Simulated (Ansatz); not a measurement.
Vertical singlet–triplet gap (eV) of eight silicon and germanium compounds: PBE beside CAM-B3LYP, computed with Ansatz (a first-principles code) for isolated molecules in the bases named; differences from unrounded values. The eight are the first of their class met in an unordered collection, after screening for sound electronic states; none was chosen by its value. Functionals give these values as differences of separate SCF runs (ΔSCF), EOM-CCSD as a root; each molecule has one DFT geometry for both levels.

```csv
molecule,basis,CAM-B3LYP,PBE,difference
"SiH₂Cl₂, SMILES [SiH2](Cl)Cl",def2-SVPD,7.44,6.48,-0.96
"chlorosilylformaldehyde (CH₃ClOSi), SMILES O=C[SiH2]Cl",def2-SVPD,2.55,2.47,-0.09
"CH3FO2Si, SMILES O=C(O)[SiH2]F",def2-SVPD,4.48,(withheld),(withheld)
"Si(F)2(Me)(OH) (CH₄F₂OSi), SMILES [Si](C)(F)(O)F",def2-SVPD,8.48,7.89,-0.59
"Ge(F)3(OH) (F3GeHO), SMILES [OH][Ge]([F])([F])[F]",def2-SVPD,7.31,(withheld),(withheld)
"dichloro(silyl)silane (Cl₂H₄Si₂), SMILES [SiH3][SiH](Cl)Cl",def2-SVPD,6.04,5.32,-0.72
"C₂H₅FSi₂, SMILES F[Si@@H]([SiH3])C#C",def2-SVPD,5.00,(withheld),(withheld)
"CH6GeOSi, SMILES [CH2]1O[SiH2][GeH2]1",def2-SVPD,5.43,4.95,-0.49
```

Problem. Complete the blanks. (An estimate is asked for; the answer gives what the named calculation found.)

Solution. 
- C₂H₅FSi₂, SMILES F[Si@@H]([SiH3])C#C, PBE: 4.69
- C₂H₅FSi₂, SMILES F[Si@@H]([SiH3])C#C, difference: -0.30
- CH3FO2Si, SMILES O=C(O)[SiH2]F, PBE: 4.39
- CH3FO2Si, SMILES O=C(O)[SiH2]F, difference: -0.09
- Ge(F)3(OH) (F3GeHO), SMILES [OH][Ge]([F])([F])[F], PBE: 6.66
- Ge(F)3(OH) (F3GeHO), SMILES [OH][Ge]([F])([F])[F], difference: -0.65

PBE lies below CAM-B3LYP in 8 and above it in 0 of the eight; the mean signed difference is -0.49 and the largest -0.96 eV.
